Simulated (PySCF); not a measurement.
**Ionisation energy of Yb⁺ by level of theory**

Yb⁺ [Xe] 4f14 6s1 (2S) → Yb²⁺ [Xe] 4f14 (1S), as a difference of total energies. All numbers are calculated (PySCF 2.14, scalar relativity by spin-free X2C-1e, in cc-pVDZ-X2C). Correlated levels: valence: [Kr] 4d10 frozen. The calculations carry no spin-orbit coupling.

| method | ionisation energy (eV) | error (eV) |
| --- | --- | --- |
| UHF | 11.267 | -0.912 |
| MP2 (valence) | 12.053 | -0.126 |
| SCS-MP2 (valence) | 11.903 | -0.276 |
| CCSD (valence) | 11.889 | -0.290 |
| CCSD(T) (valence) | 11.977 | -0.202 |

Reference: 12.179 eV (measured; NIST Atomic Spectra Database, ionization energies).

Errors of the correlated levels include the incompleteness of this basis and the frozen core.
